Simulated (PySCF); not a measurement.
Rhodium: highly charged ions in a basis for the neutral atom

Rh¹¹⁺ [Ar] 3d10 4s2 4p4, Rh¹²⁺ [Ar] 3d10 4s2 4p3. Calculation: PySCF 2.14, in def2-TZVP with the def2 core potential (28 electrons); a scalar-relativistic core potential. No spin-orbit coupling, so a gap to NIST mixes the basis error with missing relativistic terms.

Changed run: basis of the neutral atom used for a highly charged ion. This setting is unsound on purpose.

| species | method | sound run (hartree) | changed run (hartree) | converged |
| --- | --- | --- | --- | --- |
| Rh¹¹⁺ | UHF | not run | -72.01939 | yes |
| Rh¹¹⁺ | r2SCAN | not run | -72.30721 | yes |
| Rh¹¹⁺ | M06-L | not run | -72.34536 | yes |
| Rh¹²⁺ | UHF | not run | -62.77735 | yes |
| Rh¹²⁺ | r2SCAN | not run | -63.01295 | yes |
| Rh¹²⁺ | M06-L | not run | -63.11367 | yes |

Ionisation energy of Rh¹¹⁺:

```tsv
method	changed run (eV)	NIST (eV)
UHF	251.49	252.1 ± 2.5
r2SCAN	252.91	252.1 ± 2.5
M06-L	251.21	252.1 ± 2.5
```

The contracted functions were made for the neutral atom and can be too rigid for a highly charged ion.
